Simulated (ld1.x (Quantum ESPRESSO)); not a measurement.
Varying the TM semilocal potential for Si

Base potential:

* Element: silicon
* Generator: ld1.x (Quantum ESPRESSO) 7.5
* Type: norm-conserving Troullier–Martins (semilocal form)
* Functional: LDA (PZ)
* Relativity: non-relativistic
* Frozen core: [Ne]
* Valence charge: 4
* Reference configuration: 3s2 3p1.5 (charge +0.5)
* Partial waves: 3s (bound): rc 1.85 bohr; 3d channel at 0.15 Ry: rc 1.75 bohr; 3p (bound): rc 1.55 bohr
* Local potential: the p channel
* Core correction: none

Cutoffs, loose and tight: the cutoffs (Ry, on a coarse ladder) from which the occupation-weighted sum of valence levels, in a spherical-Bessel basis at the reference potential, stays within 10 and 1 mRy of its value at 400 Ry. They do not see the model core or the augmentation charge, which bear on the density cutoff. Test errors are all-electron minus pseudo excitation energies from the reference, over the configurations 3s2 3p2; 3s2 3p1; 3s2 3p0; 3s1 3p2; 3s0 3p4; 3s2 3p2.3; 3s1 3p3 (two spin-polarised tests are not counted in the largest error). A dash means not determined; rows that change the core or the reference have their own tests.

In the semilocal form every listed channel keeps its own potential, so the choice of the local channel does not act on these tests. It acts once the file is put into the separable form.

A semilocal file is local in each channel, so a ghost entry of none says nothing of the separable form that plane-wave codes build from it.

| change | outcome | cutoff, loose | cutoff, tight | bound ghosts | largest test error (meV) |
| --- | --- | --- | --- | --- | --- |
| base | generated | 30 Ry | 45 Ry | none | +28 |
| wave 3d channel at 0.15 Ry: rc 1.75 bohr becomes 3d channel at 0.15 Ry: rc 2.44 bohr | generated | 30 Ry | 45 Ry | none | +28 |
| local potential the s channel | generated | 30 Ry | 45 Ry | none | +28 |
| wave 3d channel at 0.15 Ry: rc 1.75 bohr becomes 3d channel at 0.21 Ry: rc 1.75 bohr | generated | 30 Ry | 45 Ry | none | +28 |
| scalar-relativistic | generated | 30 Ry | 45 Ry | none | +27 |
| all radii scaled by about 0.96 (s 1.76, p 1.48, d 1.68 bohr) | generated | 35 Ry | 50 Ry | none | +27 |
| functional PBE | generated | 30 Ry | 45 Ry | none | +14 |
| type ultrasoft, which also changes the form from semilocal to separable; waves now 3s (bound): rcut 1.60, rcutus 1.85 bohr; 3s channel at -0.65 Ry: rcut 1.60, rcutus 1.85 bohr; 3p (bound): rcut 1.35, rcutus 1.55 bohr; 3p channel at 0.2 Ry: rcut 1.35, rcutus 1.55 bohr; 3d channel at 0.15 Ry: rcut 1.50, rcutus 1.75 bohr; 3d channel at 1.9 Ry: rcut 1.50, rcutus 1.75 bohr; local potential all-electron potential smoothed inside 1.45 bohr (lloc = -2); augmentation built from norm-conserving waves at rcut, not smoothed further | generated | 8 Ry | 18 Ry | none | +31 |

(1) What comes out with this change to the base: wave 3p (bound): rc 1.55 bohr becomes 3p (bound): rc 1.50 bohr?

(2) What comes out with this change to the base: reference 3s1 3p3?

Answers

(1) outcome: generated; cutoff, loose: 30 Ry; cutoff, tight: 50 Ry; bound ghosts: none; largest test error (meV): +28.

(2) outcome: generated; cutoff, loose: 30 Ry; cutoff, tight: 45 Ry; bound ghosts: none; largest test error (meV): +21.
